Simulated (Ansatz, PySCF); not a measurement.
CH2ClNOSi, SMILES O=C=N[SiH2]Cl.

Coordinates come from a PBE0-D3(BJ)/def2-SVP optimisation. Other conformers were not sampled.

Vertical ionisation energy (IE) and electron affinity (EA) in eV. Rows of orbital energies are one-electron estimates. Where ΔSCF, EOM or ADC give a negative EA the extra electron is unbound and the value depends on the basis.

| level | IE | EA |
|---|---|---|
| −ε(HOMO), −ε(LUMO), M06-2X/def2-TZVP (PySCF) | 10.21 | -0.50 |
| ΔSCF, CAM-B3LYP/def2-SVPD (Ansatz), final states of multiplicity 2 and 2 | [?] | [?] |

Q: What belongs in the gaps? (An estimate is asked for; the answer gives what the named calculation found.)

A: 
- ΔSCF, CAM-B3LYP/def2-SVPD (Ansatz, a quantum-chemistry and plane-wave program), final states of multiplicity 2 and 2, IE: 11.25
- ΔSCF, CAM-B3LYP/def2-SVPD (Ansatz), final states of multiplicity 2 and 2, EA: -1.16

Q: What vertical singlet–triplet gap does ΔSCF give with CAM-B3LYP/def2-SVPD (Ansatz)? (An estimate is asked for; the answer gives what the named calculation found.)

A: 6.60 eV (triplet above singlet where positive).
